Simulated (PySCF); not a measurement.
# Assignment exercise: C2H10OSi4

Atoms are numbered as in `[CH3:1][Si@H:2]1[SiH2:3][Si@@H:4]([CH:5]=[O:6])[SiH2:7]1`; H(Xn) means a hydrogen on atom n. Ha(Si3), Ha(Si7) are cis to C1 on the ring; Hb(Si3), Hb(Si7) are trans to C1 on the ring.

Calculated, not measured (PySCF 2.14): NMR shieldings at PBE0/pcSseg-1/GIAO, geometry from GFN2-xTB. In vacuum, non-relativistic, a single conformation, fast rotation and ring inversion assumed for equivalent nuclei.

Referencing at the same level of theory: TMS for 13C (σref 186.93), 1H (σref 31.72).

(1) Assign these signals to the numbered atoms. 13C{1H} NMR (computed): δ 261.0 (CH), -7.2 (CH3).

(2) Assign these signals to the numbered atoms. 1H NMR (500 MHz, computed): δ 13.14 (d, 1H), 5.02 (m, 1H), 4.93 (m, 1H), 4.19 (m, 2H), 3.99 (m, 2H), 0.88 (d, 3H).

## Answers

(1) 
| δ (ppm) | atoms | environment | reason |
| --- | --- | --- | --- |
| 261.0 | C5 | carbonyl carbon | – |
| -7.2 | C1 | methyl carbon bonded to Si | an electropositive neighbour leaves it electron-rich and shielded |

(2) 
13.14 → H(C5), hydrogen on a carbonyl carbon
5.02 → H(Si2), hydrogen on a silicon bonded to C, 2 Si, in a 4-membered ring
4.93 → H(Si4), hydrogen on a silicon bonded to C, 2 Si, in a 4-membered ring
4.19 → Hb(Si3)/Hb(Si7), hydrogen on a silicon bonded to 2 Si, in a 4-membered ring
3.99 → Ha(Si3)/Ha(Si7), hydrogen on a silicon bonded to 2 Si, in a 4-membered ring
0.88 → H(C1), hydrogen on a methyl carbon bonded to Si: an electropositive neighbour shields it, as in TMS itself

H(Si2) and H(Si4) lie closer than the usual error of such a calculation, so a measured spectrum could show them in the other order.

Shifts are as computed. Against solution values, carbons near 30 ppm lie about +3 ppm off and those near 130 ppm about +5 ppm. Of 1309 compounds with measured shifts, 239 miss one by over three times the rms of a fit or turn the order of signals round; such compounds aren't used in these exercises. Multiplicities follow the n + 1 count of equivalent neighbours, as no J values were calculated; m marks all less simple cases, F and P coupling included.
